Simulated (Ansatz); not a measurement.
Consider the formal exchange of groups at the Se–C bond: `CC([SiH3])[SeH]` + `C[O][GaH2]` → `C[O][GaH][SeH]` + `CC[SiH3]`.

Computed with Ansatz on PBE0-D4/def2-TZVP structures; ΔE is electronic, products minus reactants. CCSD(T)/CBS is the MP2 limit (def2-TZVPP, def2-QZVPP) plus CCSD(T) − MP2 in def2-TZVPP, frozen cores. Functionals use def2-TZVPP. For Ga, Se outer-core shells are correlated without core-valence functions, which leaves a few kJ/mol of doubt a bond. Scalar relativity is left out up to krypton. Each species was taken in one conformer, which may not be the lowest.

CCSD(T)/CBS gives -35.7 kcal/mol.

(1) Another level gave -37.3 kcal/mol. Which?
A. CCSD/def2-TZVPP
B. SCS-MP2/def2-TZVPP
C. RPA@PBE/def2-TZVPP
D. PBE0/def2-TZVPP

Largest T1 diagnostic among the species: 0.015.

## Answers

(1) D. PBE0 -37.3, CCSD/def2-TZVPP -36.0, RPA@PBE/def2-TZVPP -33.5, SCS-MP2/def2-TZVPP -35.0 kcal/mol.

Leaving LDA and LC-ωPBE aside and taking each functional with its dispersion term where it has one, the values, not all of them listed here, spread over 3.8 kcal/mol, from r2SCAN0-D4 to revPBE-D4. LDA lies +1.8 kcal/mol from PBE without D4. At CCSD(T), def2-SVP lies −1.4 kcal/mol from the extrapolated value and def2-TZVPP +0.3 kcal/mol. In def2-TZVPP, CCSD(T) changes the Hartree–Fock value by +4.5 kcal/mol (the triples alone add +0.7 kcal/mol) and MP2 by +4.6 kcal/mol.

CCSD(T)/CBS has its own doubt, a few kJ/mol and more with outer-core shells, so smaller differences from it don't rank the levels.
